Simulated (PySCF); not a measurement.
# Trend along the chalcogens: MO molecules

r²SCAN with triple-zeta basis sets in PySCF, for the lowest determinant that a PBE0 search found; no spin–orbit coupling. De refers to high-spin ground-configuration atoms. A positive dipole means M(−)O(+).

```tsv
M	basis	state (unpaired electrons)	Re (Å)	ωe (cm⁻¹)	De (eV)	μ (D)
O	def2-TZVPP	triplet (π ↑↑)	1.207	1624	5.63	n/a
S	x2c-TZVPPall	triplet (π ↑↑)	1.490	1155	5.72	-1.49
Se	def2-TZVPP	triplet (π ↑↑)	1.645	939	4.84	-1.99
Te	def2-TZVPP	triplet (π ↑↑)	1.824	823	4.32	-2.82
```

The shortest bond is that of O2 (1.207 Å), the longest that of TeO (1.824 Å).

The rows differ in basis set, which adds steps of its own.

Relativity is treated differently too: O no relativity; S spin-free X2C; Se no relativity; Te scalar-relativistic core potentials.

Down a group bonds as a rule get longer and wavenumbers fall, partly through the reduced mass; this series shows no clear exception.

Spin–orbit coupling is left out, which matters for elements this heavy, above all for dissociation energies. States were picked by a PBE0 search and need not be the measured ground states.
